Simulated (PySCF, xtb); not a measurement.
HOP, SMILES O=P.

GFN2-xTB (xtb 6.7.1) at its own geometry gives an orbital gap of 2.17 eV and a dipole moment of 2.06 D.

Geometry: TPSSh-D3(BJ)/def2-TZVPD.

Q: What does ωB97X/def2-TZVPD (PySCF) give? (Estimate from the structure and the level; the computed values follow.)

A: gap 8.93 eV (levels -10.01 and -1.08 eV), dipole 2.44 D.
